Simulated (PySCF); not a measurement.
C3H7NSi. Atoms are numbered in the order given.

```xyz
12

Si     1.7128    -0.1381    -0.0512
N      0.0105     0.1837     0.1304
C     -1.0178    -0.3726     0.9237
C     -2.0453    -0.0654     0.0978
C     -1.0462     0.5416    -0.8675
H      2.2970     0.9889    -0.8259
H      2.2975    -0.2093     1.3146
H      2.0541    -1.4088    -0.7647
H     -0.8842    -0.8527     1.8968
H     -3.1284    -0.1448     0.1255
H     -0.9228     0.0228    -1.8333
H     -1.1105     1.6297    -1.0325
```

Geometry optimised at TPSSh-D3(BJ)/def2-SVP. This is a generated structure with no PubChem entry under its InChIKey; it may be hypothetical.

These are PBE0/def2-TZVP (PySCF) values and carry that method's errors.

Atomic charges (e):

```json
[
 {"atom": "Si1", "Löwdin": "?", "IAO": "0.74"},
 {"atom": "N2", "Löwdin": "0.04", "IAO": "-0.49"},
 {"atom": "C3", "Löwdin": "?", "IAO": "-0.04"},
 {"atom": "C4", "Löwdin": "?", "IAO": "-0.27"},
 {"atom": "C5", "Löwdin": "-0.23", "IAO": "-0.14"},
 {"atom": "H6", "Löwdin": "-0.04", "IAO": "-0.13"},
 {"atom": "H7", "Löwdin": "-0.04", "IAO": "-0.13"},
 {"atom": "H8", "Löwdin": "-0.05", "IAO": "-0.16"},
 {"atom": "H9", "Löwdin": "0.13", "IAO": "0.15"},
 {"atom": "H10", "Löwdin": "?", "IAO": "0.16"},
 {"atom": "H11", "Löwdin": "0.13", "IAO": "0.15"},
 {"atom": "H12", "Löwdin": "0.13", "IAO": "0.15"}
]
```

Task: Some entries are withheld; supply them. (Estimate from the structure and the level; the computed values follow.)

Result: 
- Si1, Löwdin: 0.19
- C3, Löwdin: -0.20
- C4, Löwdin: -0.21
- H10, Löwdin: 0.13

Task: Give the Mayer and Wiberg (Löwdin basis) orders of the bonds. (Estimate from the structure and the level; the computed values follow.)

Result: 
| bond | Mayer | Wiberg |
|---|---|---|
| Si1–N2 | 1.15 | 1.34 |
| N2–C3 | 1.07 | 1.36 |
| C3–C4 | 1.79 | 1.93 |
| N2–C5 | 0.95 | 1.15 |
| C4–C5 | 1.03 | 1.20 |
| Si1–H6 | 0.95 | 0.96 |
| Si1–H7 | 0.95 | 0.96 |
| Si1–H8 | 0.92 | 0.96 |
| C3–H9 | 0.95 | 0.88 |
| C4–H10 | 0.95 | 0.89 |
| C5–H11 | 0.94 | 0.87 |
| C5–H12 | 0.94 | 0.88 |
